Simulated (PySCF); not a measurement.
BFH₆O₂Si₂, SMILES OB(O)[SiH2][SiH2]F.

Geometry: r2SCAN-D4/def2-SVP. This is a generated structure with no PubChem entry under its InChIKey; it may be hypothetical. One conformer was computed; it need not be the lowest.

Vertical ionisation energy (IE) and electron affinity (EA) in eV. Rows of orbital energies are one-electron estimates. Where ΔSCF, EOM or ADC give a negative EA the extra electron is unbound and the value depends on the basis.

```
level                                                    IE          EA
-----------------------------------------------  ----------  ----------
−ε(HOMO), −ε(LUMO), CAM-B3LYP/def2-TZVP (PySCF)  (withheld)  (withheld)
−ε(HOMO), −ε(LUMO), PBE/def2-TZVP (PySCF)              6.77        1.93
```

Problem. Fill in the missing entries. (The exact figures need the calculation; the answer reports its results.)

Solution. 
- −ε(HOMO), −ε(LUMO), CAM-B3LYP/def2-TZVP (PySCF), IE: 9.34
- −ε(HOMO), −ε(LUMO), CAM-B3LYP/def2-TZVP (PySCF), EA: 0.04
